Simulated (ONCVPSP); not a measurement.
## oxygen (O): variants of one ONCV potential

Base potential:

O (Z = 8), optimised norm-conserving Vanderbilt (ONCV), made with ONCVPSP 4.0.1 (PBE, scalar-relativistic). Core [He], reference 2s1.75 2p4.25. Waves: 2s: rc 0.80 bohr, ncon 4, nbas 8, qcut 9 1/bohr, local; 2p: rc 1.05 bohr, ncon 4, nbas 8, qcut 8.5 1/bohr, 2 projectors, debl 0.5 Ha; d scattering state at 0.04 Ha: rc 0.80 bohr, ncon 3, nbas 6, qcut 13.6 1/bohr, 2 projectors, debl 3.8 Ha. Local part: the s channel. Core correction: Teter function, fcfact 2.75, rcfact 1.5.

All-electron outer shells of the reference configuration (PBE, scalar-relativistic, ld1.x):

```csv
shell,level (eV),outermost node (bohr),outermost maximum (bohr)
1s,-514.88,–,0.13
2s,-24.08,0.28,0.87
2p,-9.14,–,0.82
```

Cutoffs, loose and tight: the cutoffs (Ha) at which the residual kinetic energy of the hardest occupied pseudo-wave falls to 1 and 0.1 mHa per electron. They do not see the model core or the augmentation charge, which bear on the density cutoff. Test errors are all-electron minus pseudo excitation energies from the reference, over the configurations 2s2 2p4; 2s2 2p3; 2s2 2p2; 2s2 2p3.5. A dash means not determined; rows that change the core or the reference have their own tests.

| change | outcome | cutoff, loose | cutoff, tight | bound ghosts | GHOST(+) flags above zero | largest test error (meV) |
| --- | --- | --- | --- | --- | --- | --- |
| base | generated | 54 Ha | 172 Ha | none | none | +96 |
| p: debl 1 | generated | 54 Ha | 172 Ha | none | none | +96 |
| s: qcut 6.9; p: qcut 6.5; d: qcut 10.4 | generated | 168 Ha | 263 Ha | none | p | +158 |
| all radii but the core radius scaled by about 0.95 (s 0.76, p 1.00, d 0.76 bohr) | generated | 70 Ha | 194 Ha | none | none | +81 |

What comes out with this change to the base: p: qcut 9.3?

outcome: generated; cutoff, loose: 41 Ha; cutoff, tight: 148 Ha; bound ghosts: none; GHOST(+) flags above zero: none; largest test error (meV): +80.
